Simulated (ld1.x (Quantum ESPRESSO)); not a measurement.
## I: one change to a TM potential, before and after

ld1.x (Quantum ESPRESSO) 7.5 input, shortened:

```
&input
   title='I', zed=53., rel=1, dft='PZ', iswitch=3,
   config='[Kr] 4d10 5s2 5p3'
 /
 &inputp
   pseudotype=2, tm=.true., lloc=2,
   nlcc=.true., new_core_ps=.true., rcore=0.70
 /
3
5S  1  0   2.00   0.00  1.45  1.45  0.0
5P  2  1   3.00   0.00  1.85  1.85  0.0
4D  3  2  10.00   0.00  1.15  1.15  0.0
 &test
   configts(1)='4d10 5s2 5p3'
 /
```

Change: wave 5s (bound): rc 1.45 bohr becomes 5s (bound): rc 1.18 bohr.

Cutoffs: the cutoffs (Ry, on a coarse ladder) from which the occupation-weighted sum of valence levels, in a spherical-Bessel basis at the reference potential, stays within 10 and 1 mRy of its value at 400 Ry; they do not see the model core or the augmentation charge, which bear on the density cutoff. Errors are all-electron minus pseudo energies relative to the spin-unpolarised reference configuration.

Q: Predict the effect on cutoff, ghosts and configuration errors.

A: The potential gets harder (120 Ry and 200 Ry → 180 Ry and 260 Ry); both files keep a bound ghost (p, s); of the 9 tests that both files solve, the error grows in 2 and shrinks in 5 by more than 15 % and 0.3 meV (median size 18.9 → 14.4 meV); the range in which the s phases agree widens (upper end 1.3 → at the end of the scan). A smaller radius makes the pseudo-wave follow the all-electron one further in, where it bends more sharply, so more plane waves are needed.

| quantity | base | changed |
| --- | --- | --- |
| cutoff, loose | 120 Ry | 180 Ry |
| cutoff, tight | 200 Ry | 260 Ry |
| loose cutoff by channel (10 mRy a level) | s 35 Ry, p 30 Ry, d 100 Ry | s 160 Ry, p 30 Ry, d 100 Ry |
| bound ghosts | s, p | s, p |
| error for 4d10 5s2 5p5, meV [ΔE -31.37 eV] | +19 | +13 |
| error for 4d10 5s2 5p4, meV [ΔE -20.06 eV] | +9.0 | +7.0 |
| error for 4d10 5s2 5p2, meV [ΔE 29.61 eV] | -3.0 | -6.4 |
| error for 4d10 5s2 5p4.5, meV [ΔE -26.75 eV] | +14 | +10 |
| error for 4d10 5s1 5p5, meV [ΔE -9.00 eV] | +1.0 | -70 |
| error for 4d10 5s2 5p5.3, meV [ΔE -33.20 eV] | +21 | +14 |
| error for 4d9 5s2 5p6, meV [ΔE 14.41 eV] | -545 | -594 |
| error for 4d10 5s2 5p3 (spin-polarised), meV [ΔE -1.49 eV] | +20 | +19 |
| error for 4d10 5s2 5p5 (spin-polarised), meV [ΔE -31.49 eV] | +20 | +15 |
| s: phases at 2.01 bohr within 0.05 rad from the reference energy up to (Ry; the scan ends near 5) | 1.3 | to the end of the scan |
| p: phases at 2.01 bohr within 0.05 rad from the reference energy up to (Ry; the scan ends near 5) | 4.2 | 4.2 |
| d: phases at 2.01 bohr within 0.05 rad from the reference energy up to (Ry; the scan ends near 5) | to the end of the scan | to the end of the scan |

 A true bound ghost makes a file unfit for plane-wave use even where its test errors are small: the radial tests pick states by their node count and pass the ghost by.
